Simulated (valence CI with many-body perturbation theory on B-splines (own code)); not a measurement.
The numbers below are computed, except where a source is named.
**Tl50+: magnetic and hyperfine properties of the levels**

Level of theory: valence CI with perturbative core correlation (CI+MBPT): three valence electrons over a frozen Dirac-Fock core [Ar] 3d10, a basis of 11 s, 11 p, 10 d, 8 f, 5 g, 2 h functions for each j, with the one-electron correlation potential Σ1 (screened to all orders), the two-electron term Σ2, the three-electron term Σ3, Breit, model QED; selected single and double excitations, second order for the rest, scaled by the run's own slope (own B-spline code, finite nucleus).

The last digits are not significant, and no measured levels were compared; by estimate large intervals hold to a few tenths of a per cent, small ones and those within an open d or f shell to about a per cent.

A/g_I is the dipole constant over the nuclear g factor μ/I (μ in nuclear magnetons, uniformly magnetised nucleus), B/Q the quadrupole constant per barn. Both hold the static response of the core; the bare values leave it out. Large factors of s and p1/2 electrons are usually good to 5 to 10 %; those of open d and f shells near neutrality can be off by tens of per cent, and small factors of p3/2, d and f electrons come from cancelling terms and can be off by a factor of two or in sign, in half-filled shells by more. B is blank for J = 1/2, where it vanishes, and for nearly pure S terms. Energies count from the lowest level.

Levels are named by their leading jj configuration (3d3/2^4 stands for four electrons in 3d with j = 3/2), which in mixed levels can hold well under half, so a name can repeat and another be missing. Letters in brackets count levels of one name in rising energy.

```csv
Level,E (× 10³ cm⁻¹),g,A/g_I (MHz),A/g_I bare,B/Q (MHz/b),B/Q bare
(4s^2 4p1/2) J=1/2,0.00,0.657,862000,838000,,
(4s 4p1/2^2) J=1/2,930.40,2.137,2570000,2490000,,
(4s^2 4p3/2) J=3/2,1283.8,1.328,86300,83200,176000,171000
(4s 4p1/2 4p3/2) J=3/2 [a],2088.3,1.646,586000,568000,143000,139000
(4s 4p1/2 4p3/2) J=5/2,2167.1,1.348,737000,715000,136000,132000
(4s 4p1/2 4p3/2) J=3/2 [b],2276.0,0.990,26200,25400,104000,101000
(4s 4p1/2 4p3/2) J=1/2,2295.2,1.258,-960000,-932000,,
(4s^2 4d3/2) J=3/2,2788.4,0.809,32400,32800,27500,27300
(4s^2 4d5/2) J=5/2,3038.9,1.212,44000,43600,24900,24700
(4p1/2^2 4p3/2) J=3/2,3204.0,1.321,82700,80600,165000,161000
(4s 4p3/2^2) J=5/2,3431.6,1.422,574000,557000,51900,50500
(4s 4p1/2 4d3/2) J=3/2 [a],3520.7,0.503,-232000,-224000,34900,34300
(4s 4p3/2^2) J=1/2,3577.6,1.921,2610000,2530000,,
(4s 4p1/2 4d3/2) J=5/2,3590.9,1.032,693000,673000,11400,11700
(4s 4p3/2^2) J=3/2,3608.5,1.197,-411000,-399000,-31900,-31100
(4s 4p1/2 4d3/2) J=1/2,3710.4,0.403,-1070000,-1040000,,
(4s 4p1/2 4d3/2) J=3/2 [b],3725.5,1.283,683000,664000,22400,21900
(4s 4p1/2 4d5/2) J=5/2 [a],3865.8,1.361,249000,243000,31600,31200
(4s 4p1/2 4d5/2) J=7/2,3918.9,1.244,498000,484000,6010,6400
(4s 4p1/2 4d5/2) J=5/2 [b],3973.3,1.042,6260,7240,37100,36500
(4s 4p1/2 4d5/2) J=3/2,3987.4,1.117,-574000,-555000,7930,8090
(4p1/2 4p3/2^2) J=3/2,4465.2,1.417,-74600,-71700,20300,19800
(4p1/2 4p3/2^2) J=5/2,4472.9,1.170,241000,234000,19300,18800
(4p1/2 4p3/2^2) J=1/2,4538.4,0.659,852000,825000,,
(4s^2 4f5/2) J=5/2,4591.1,0.855,-7380,-6130,18000,16700
(4p1/2^2 4d3/2) J=3/2,4604.5,0.776,43200,42200,31200,30900
(4s^2 4f7/2) J=7/2,4674.9,1.142,20000,20200,18100,16400
(4s 4p3/2 4d3/2) J=3/2 [a],4882.1,1.310,346000,336000,-6120,-6300
(4s 4p3/2 4d3/2) J=1/2 [a],4882.8,2.284,1300000,1260000,,
(4s 4p3/2 4d3/2) J=5/2 [a],4883.6,1.251,403000,392000,52200,50600
(4s 4p3/2 4d3/2) J=7/2,4921.9,1.256,406000,394000,161000,156000
(4p1/2^2 4d5/2) J=5/2,4930.9,1.192,4990,6820,26000,25700
(4s 4p3/2 4d3/2) J=3/2 [b],5019.4,0.980,66900,65600,-96700,-93900
(4s 4p3/2 4d5/2) J=9/2,5054.2,1.328,328000,319000,213000,208000
(4s 4p3/2 4d3/2) J=1/2 [b],5089.1,0.584,407000,396000,,
(4s 4p3/2 4d3/2) J=5/2 [b],5102.5,0.949,-138000,-133000,116000,114000
(4s 4p3/2 4d5/2) J=5/2 [a],5159.7,1.351,508000,494000,-96900,-94000
(4s 4p3/2 4d5/2) J=3/2 [a],5212.0,1.155,-225000,-217000,-96900,-94100
(4s 4p3/2 4d5/2) J=7/2 [a],5217.0,1.207,92600,90500,159000,155000
(4s 4p3/2 4d5/2) J=7/2 [b],5296.7,1.218,85200,83700,84700,82800
```

**Question.** Take the isotope of mass number 203, with I = 1/2, μ = 1.616 μN. What is the hyperfine structure of (4s^2 4d3/2) J=3/2?

**Answer.** From the table A = 105000 MHz. Shifts from the centre of gravity in MHz: F = 1: -131000, F = 2: 78800.
